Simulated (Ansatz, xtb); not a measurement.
# Relative energy of two isomers of C4H4O3

Structure I: `O=C1COC=CO1`, a singlet. Structure II: `O=C1C=COCO1`, a singlet. Both are isolated molecules in the gas phase, relaxed with B3LYP/def2-SVP.

Quicker runs give these differences E(II) − E(I): GFN2-xTB −4.2 kcal/mol; HF/STO-3G −5.5 kcal/mol (at GFN2-xTB geometries); r2SCAN-D4/def2-SVP −11.3 kcal/mol (at GFN2-xTB geometries).

**Question.** Estimate E(II) − E(I) at the level CCSD(T)/def2-SVP + ΔMP2/def2-TZVPP.

**Answer.** Calculated at CCSD(T)/def2-SVP + ΔMP2/def2-TZVPP: E(II) − E(I) = −10.9 kcal/mol, so structure II lies lower.

Level by level:

```json
{"level": "GFN2-xTB", "geometry": "GFN2-xTB", "E(II) − E(I) (kcal/mol)": "−4.2", "departure from the last row (kcal/mol)": "+6.7", "job, with rough time for the two": "optimisation, 0.21 s"}
{"level": "HF/STO-3G", "geometry": "GFN2-xTB", "E(II) − E(I) (kcal/mol)": "−5.5", "departure from the last row (kcal/mol)": "+5.4", "job, with rough time for the two": "single point, 0.71 s"}
{"level": "r2SCAN-D4/def2-SVP", "geometry": "GFN2-xTB", "E(II) − E(I) (kcal/mol)": "−11.3", "departure from the last row (kcal/mol)": "−0.4", "job, with rough time for the two": "single point, 4.5 s"}
{"level": "B3LYP/def2-SVP", "geometry": "B3LYP/def2-SVP", "E(II) − E(I) (kcal/mol)": "−10.3", "departure from the last row (kcal/mol)": "+0.6", "job, with rough time for the two": "optimisation, 37 s"}
{"level": "HF/def2-SVP", "geometry": "B3LYP/def2-SVP", "E(II) − E(I) (kcal/mol)": "−11.9", "departure from the last row (kcal/mol)": "−1.0", "job, with rough time for the two": "part of the CCSD(T) run"}
{"level": "MP2/def2-SVP", "geometry": "B3LYP/def2-SVP", "E(II) − E(I) (kcal/mol)": "−11.9", "departure from the last row (kcal/mol)": "−1.0", "job, with rough time for the two": "part of the CCSD(T) run"}
{"level": "CCSD(T)/def2-SVP", "geometry": "B3LYP/def2-SVP", "E(II) − E(I) (kcal/mol)": "−11.0", "departure from the last row (kcal/mol)": "−0.1", "job, with rough time for the two": "single point"}
{"level": "CCSD(T)/def2-SVP + ΔMP2/def2-TZVPP", "geometry": "B3LYP/def2-SVP", "E(II) − E(I) (kcal/mol)": "−10.9", "departure from the last row (kcal/mol)": "", "job, with rough time for the two": "single point, 67 s"}
```

As drawn, both hold the same kinds of bond in the same numbers.

None of the levels shown reverses the order. The largest departure from CCSD(T)/def2-SVP + ΔMP2/def2-TZVPP is that of GFN2-xTB, 6.7 kcal/mol. The last row adds to CCSD(T) the change of the MP2 difference between the two basis sets, here +0.1 kcal/mol.

With thermal terms from frequencies at re-optimised GFN2-xTB minima (ideal gas, soft modes damped towards free rotors, one conformer each, 298.15 K, 1 atm): the zero-point term adds +0.3 kcal/mol; ΔH is −10.7 and ΔG −10.5 kcal/mol.

The correlated steps freeze 7 core orbitals. Run with Ansatz 0.2.0, xtb 6.7.1; the last row on 2 threads of Intel(R) Xeon(R) Processor @ 2.70GHz on a shared host.
